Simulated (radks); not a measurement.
Values are calculated unless marked as measured or tabulated.
Species: Pm2+. Configuration: [Xe] 4f5 (the NIST ground configuration).

Level of theory: scalar-relativistic Kohn-Sham, PBEsol, spin-polarised, spherical densities, finite nucleus; open shells are filled with parallel spins first (spin-orbit coupling, left out, can overturn this in heavy ions); Fermi nuclear charge, rms radius 4.962 fm (a radial shooting solver on a logarithmic mesh with Libxc functionals).

Energy parts (Ry):
| part | energy |
|---|---|
| total | -20031.8302 |
| kinetic | 21361.9129 |
| electron-nucleus | -48658.8148 |
| Hartree | 7714.9177 |
| exchange-correlation | -449.8460 |

Orbitals (lengths in bohr, moments of r in powers of bohr; <r^-3> diverges for s and p1/2):
orbital	occ.	eigenvalue (Ry)	<r^-3>
1s down	1	-3308.222	-
1s up	1	-3308.222	-
2s up	1	-538.6737	-
2s down	1	-538.6717	-
2p up	3	-481.2571	9572
2p down	3	-481.2559	9572
3s up	1	-118.2008	-
3s down	1	-118.0926	-
3p up	3	-100.1680	1962
3p down	3	-100.0605	1966
3d up	5	-75.41378	267.3
3d down	5	-75.33048	267.8
4s up	1	-24.33334	-
4s down	1	-24.05794	-
4p up	3	-18.41686	430.2
4p down	3	-18.14051	430.2
4d up	5	-10.05920	48.39
4d down	5	-9.78215	48.35
5s up	1	-4.10950	-
5s down	1	-3.94070	-
5p up	3	-2.67794	59.14
5p down	3	-2.54915	55.78
4f up	5	-1.19936	5.620
4f down	0	-0.95984	5.319

The highest occupied level is 4f up at -16.318 eV. For comparison, the ionisation energy in NIST's Atomic Spectra Database is 22.4 eV (semi-empirical). In exact Kohn-Sham theory the highest level is minus the ionisation energy, but local and semilocal functionals leave it too shallow, through self-interaction and a potential that decays too fast; potentials with the right tail come closer. Summed over all electrons, <r^2> = 41.20 bohr^2, which gives a Langevin (diamagnetic) susceptibility term of -32.6 x 10^-6 cm^3/mol. The electron density at the nucleus is 5.131e+05 e/bohr^3 (large components only).
